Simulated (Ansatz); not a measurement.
Relaxation of the cluster PbF3⁻ with RKS r2SCAN-D4/def2-TZVPD.

```sh
$ ansatz run in.yaml --threads 4 --pin off --events-out ev --progress --plain --max-ram 3916MiB
```

```yaml
crystal:
  periodic: [false, false, false]
  atoms:
    - {symbol: Pb, position_ang: [0.174120, 0.683870, -0.155220]}
    - {symbol: F, position_ang: [-1.040630, -0.363290, -1.641300]}
    - {symbol: F, position_ang: [-0.968410, 0.389890, 1.690000]}
    - {symbol: F, position_ang: [1.834920, -0.710470, 0.106520]}
basis:
  gaussian: {orbitals: def2-TZVPD}
total_charge: -1
hamiltonian: {xc: r2scan, dispersion: d4}
scf: {lower_state_search: "off"}
output: {orbitals: {seedname: orbitals}}
relax: {f_tol: 0.02, max_steps: 100}
```

Run time 6.5 s (4 threads of Arm Neoverse V1 on a shared host).

Positions (Å) and forces (eV/Å) at steps 1, 2, 3, 4 of 4:

```xyz
4
step=1 energy=-13407.2990 eV
Pb    0.174    0.684   -0.155   -0.105   -0.404    0.096
F    -1.041   -0.363   -1.641    0.323    0.180    0.493
F    -0.968    0.390    1.690    0.316   -0.057   -0.549
F     1.835   -0.710    0.107   -0.534    0.281   -0.039
4
step=2 energy=-13407.4008 eV
Pb    0.200    0.766   -0.177   -0.049   -0.160    0.041
F    -0.993   -0.379   -1.519    0.062    0.061    0.071
F    -0.917    0.318    1.581    0.062    0.025   -0.098
F     1.710   -0.705    0.115   -0.074    0.074   -0.014
4
step=3 energy=-13407.4020 eV
Pb    0.198    0.761   -0.176    0.026    0.093   -0.023
F    -0.988   -0.376   -1.511   -0.025   -0.033   -0.021
F    -0.912    0.316    1.571   -0.024   -0.021    0.036
F     1.702   -0.702    0.115    0.023   -0.038    0.008
4
step=4 energy=-13407.4023 eV
Pb    0.200    0.766   -0.177    0.001    0.003   -0.001
F    -0.989   -0.378   -1.510    0.000   -0.001    0.000
F    -0.912    0.315    1.571    0.000   -0.001    0.000
F     1.701   -0.703    0.116    0.000   -0.001    0.000
```

In the def2 sets Pb takes a core potential; there is no spin–orbit coupling. The structure comes from a short search, and lower isomers may exist.
